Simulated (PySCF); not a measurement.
**Ionisation energy of Sr by level of theory**

Sr [Kr] 5s2 (1S) → Sr⁺ [Kr] 5s1 (2S), as a difference of total energies. Calculation: PySCF 2.14, in x2c-QZVPPall; the spin-free X2C one-electron Hamiltonian (Gaussian nucleus). Correlated levels: valence: [Kr] frozen. The calculations carry no spin-orbit coupling.

```tsv
method	ionisation energy (eV)
UHF	4.744
MP2 (valence)	5.262
SCS-MP2 (valence)	5.366
CCSD (valence)	5.450
```

Problem. How much does correlation contribute at MP2 (valence)?

Solution. 5.262 − (4.744) = 0.518 eV, measured against UHF.

Errors of the correlated levels include the incompleteness of this basis and the frozen core.

With two correlated electrons CCSD is exact in that space.

For comparison: 5.695 eV (measured; NIST Atomic Spectra Database, ionization energies).
